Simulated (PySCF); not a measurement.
C₆ coefficients of unlike pairs at MN15

Calculated with PySCF 2.14 from the dipole response of each species, C₆(A,B) = (3/π) ∫ α_A(iu) α_B(iu) du, in atomic units, from isotropic polarisabilities. For ions this is the dispersion term alone; charge-induced terms of lower order in 1/R come first.

```tsv
species	configuration	basis	relativity	α (bohr³)	C₆ (like pair)
Cu	[Ar] 3d10 4s1 (2S)	aug-cc-pwCVTZ-PP with ECP10MDF (8s8p7d4f3g)	core potential	49.21	316.3
Mo³⁺	[Kr] 4d3 (4F)	def2-QZVPPD with the def2 core potential (28 electrons) (7s5p4d3f2g)	core potential	5.995	26.53
Si³⁺	[Ne] 3s1 (2S)	aug-cc-pCVTZ-DK with one added diffuse shell each of s, p, d, f type (9s8p6d4f)	spin-free X2C	8.506	16.72
```

Problem. Estimate C₆ for Si³⁺ with Mo³⁺.

Solution. The integral gives 18.15. The combination rule 2 C_A C_B / (C_A α_B/α_A + C_B α_A/α_B) gives 17.95 and the geometric mean 21.06.

No spin-orbit coupling is included.

The other pairs:

| pair | C₆ |
| --- | --- |
| Si³⁺, Cu | 70.73 |
| Mo³⁺, Cu | 71.39 |
